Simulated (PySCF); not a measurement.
A structure optimised at PBE-D3(BJ)/def2-SVP, used in a PySCF frequency run:

```
Si
O 1 1.6807
H 2 0.9752 1 113.69
O 1 1.6807 2 115.78 3 -75.38
H 4 0.9752 1 113.69 2 75.38
N 1 1.7478 2 106.31 3 42.40
H 6 1.0243 1 118.19 2 -173.95
H 6 1.0243 7 109.60 1 139.46
Si 1 2.3410 2 104.96 3 169.41
H 9 1.5053 1 112.88 2 61.25
H 9 1.5075 10 108.40 1 -121.80
H 9 1.5075 10 108.40 11 -116.40
```

**Question.** Write its SMILES, formula and point group.

**Answer.** N[Si](O)(O)[SiH3], H7NO2Si2, Cs

**Question.** What are its rotational constants (standard atomic weights)?

**Answer.** 3.6279, 2.0424, 1.9633 GHz
